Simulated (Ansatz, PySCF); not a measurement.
Pulling on the Si3–C2 bond in C2H8O3Si (SMILES CC[Si](O)(O)O) (multiplicity 1 held, fragments rigid). Energies count from the point at 1.860 Å.
Geometry at that point (charge 0, multiplicity 1):
```json
[
 {"atom": "C", "x (Å)": "-2.3783", "y (Å)": "0.2308", "z (Å)": "0.3440"},
 {"atom": "C", "x (Å)": "-1.1083", "y (Å)": "-0.4301", "z (Å)": "0.8975"},
 {"atom": "Si", "x (Å)": "0.4309", "y (Å)": "-0.0363", "z (Å)": "-0.0699"},
 {"atom": "O", "x (Å)": "0.7310", "y (Å)": "1.5767", "z (Å)": "-0.1765"},
 {"atom": "O", "x (Å)": "1.6447", "y (Å)": "-0.8446", "z (Å)": "0.7005"},
 {"atom": "O", "x (Å)": "0.3214", "y (Å)": "-0.4540", "z (Å)": "-1.6563"},
 {"atom": "H", "x (Å)": "-2.2883", "y (Å)": "1.3185", "z (Å)": "0.3382"},
 {"atom": "H", "x (Å)": "-2.5705", "y (Å)": "-0.0805", "z (Å)": "-0.6842"},
 {"atom": "H", "x (Å)": "-3.2555", "y (Å)": "-0.0278", "z (Å)": "0.9401"},
 {"atom": "H", "x (Å)": "-0.9460", "y (Å)": "-0.1313", "z (Å)": "1.9384"},
 {"atom": "H", "x (Å)": "-1.2267", "y (Å)": "-1.5183", "z (Å)": "0.9252"},
 {"atom": "H", "x (Å)": "0.8593", "y (Å)": "2.0560", "z (Å)": "0.6449"},
 {"atom": "H", "x (Å)": "2.5325", "y (Å)": "-0.7530", "z (Å)": "0.3433"},
 {"atom": "H", "x (Å)": "0.2048", "y (Å)": "-1.3847", "z (Å)": "-1.8590"}
]
```

R- and RO- levels are restricted; in cc, def2 and unpolarised 6-31G sets they are followed outwards from rest. U- levels take the lowest unrestricted solution at each point, which mixes spins at long bonds. Curves can end on different states.

Rows in 6-31G* carry no dispersion term and start afresh at each structure (6-31G* with six Cartesian d functions).

Run with Ansatz (Gaussian orbitals); PySCF for 6-31G* rows. Each number belongs to the level named beside it.

Energies in kcal/mol.

```tsv
R (Å)	R-HF/6-31G*	U-PBE/cc-pV(T+d)Z	U-r2SCAN/cc-pV(T+d)Z	R-wB97X-V/cc-pV(T+d)Z	U-wB97X-V/cc-pV(T+d)Z
1.488	63.8	58.1	56.1	57.7	57.7
1.674	12.3	11.2	9.9	10.5	10.5
1.860	0.0	0.0	0.0	0.0	0.0
2.046	5.9	4.7	6.0	6.1	6.1
2.232	19.8	15.8	18.5	19.3	19.3
2.511	45.3	35.6	40.1	42.8	42.8
2.790	70.6	54.3	60.2	65.6	65.6
3.255	106.8	78.8	84.0	97.4	92.7
3.720	135.4	91.6	92.5	121.5	102.1
4.278	161.3	96.2	95.9	142.7	105.8
5.022	184.5	97.8	97.2	161.9	107.1
```

Doubts at one or more of the structures used: a restricted determinant that unrestricted orbitals would lower (R-HF/6-31G*, R-wB97X-V/cc-pV(T+d)Z); a spin-contaminated determinant (U-PBE/cc-pV(T+d)Z, U-r2SCAN/cc-pV(T+d)Z, U-wB97X-V/cc-pV(T+d)Z).

Ansatz is a first-principles code.
